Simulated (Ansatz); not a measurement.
# What each rung costs, and what it gives

Saddle point of SiNH4Cl3, singlet (SiHCl₃ ([Cl][SiH]([Cl])[Cl]) + NH₃ → SiNH₂Cl₃ ([NH2][Si]([Cl])([Cl])[Cl]) + H₂; bonds formed: H2–H6; dative contacts that become bonds: Si1–N7; bonds broken: Si1–H2, H6–N7), PBE0-D4/def2-TZVP structure:

Si1  (-0.452, 0.512, -0.133)
H2  (-1.209, -1.063, -0.097)
Cl3  (-1.052, 0.573, -2.094)
Cl4  (-1.679, 0.954, 1.451)
Cl5  (0.698, 2.273, -0.118)
H6  (-0.191, -1.298, 0.105)
N7  (0.911, -0.664, 0.230)
H8  (1.345, -0.557, 1.142)
H9  (1.629, -0.730, -0.485)
(Å)

Barriers are electronic and count from the start structure reached by relaxing down the imaginary mode.

Ansatz 0.2.0; basis: as named in each row; cores frozen in the correlated methods. B3LYP uses VWN-RPA correlation. Extrapolation: Hartree–Fock as exp(−7.88 √X), correlation as X^−2.97.

Times are rough, for one single point on 8 threads of a shared host (Intel Xeon).

The estimate by CCSD(T) at an estimated basis limit (MP2 extrapolated from triple and quadruple zeta, plus CCSD(T) − MP2 in triple zeta) is 1.918 eV.

```
      method       basis  time (s)  barrier (eV)  method less estimate
          HF      STO-3G   under 1         3.587                 1.669
      PBE-D4      STO-3G   under 1         2.257                 0.339
       SPW92    def2-SVP         1         1.489                -0.430
      PBE-D4    def2-SVP         2         1.679                -0.239
    B3LYP-D4       6-31G         2         2.461                 0.543
     PBE0-D4    def2-SVP         3         1.851                -0.067
       SPW92  def2-TZVPP         6         1.420                -0.499
      PBE-D4  def2-TZVPP         6         1.601                -0.318
     wB97M-V    def2-SVP         6         1.946                 0.028
     CCSD(T)    def2-SVP         6         2.129                 0.210
     BLYP-D4  def2-TZVPP         6         1.734                -0.185
    BHLYP-D4  def2-TZVPP         6         2.015                 0.097
    B3LYP-D4  def2-TZVPP         7         1.835                -0.084
   r2SCAN-D4  def2-TZVPP         8         1.699                -0.219
CAM-B3LYP-D4  def2-TZVPP         8         1.875                -0.044
     PBE0-D4  def2-TZVPP         9         1.743                -0.176
  r2SCAN0-D4  def2-TZVPP         9         1.803                -0.115
      B97M-V  def2-TZVPP        11         1.777                -0.141
  RPA on PBE  def2-TZVPP        11         1.926                 0.007
     wB97X-V  def2-TZVPP        13         1.894                -0.025
     wB97M-V  def2-TZVPP        14         1.873                -0.045
    PBE-QIDH  def2-TZVPP        14         1.862                -0.057
      B2PLYP  def2-TZVPP        15         1.889                -0.029
         MP2  def2-QZVPP        35         1.873                -0.045
     CCSD(T)  def2-TZVPP       120         1.930                 0.012
```

All methods are single points on the PBE0-D4 structures.

No T1 diagnostic of these runs exceeds 0.010.

Labels in which every atom is bracketed show which atoms are joined, not bond orders.
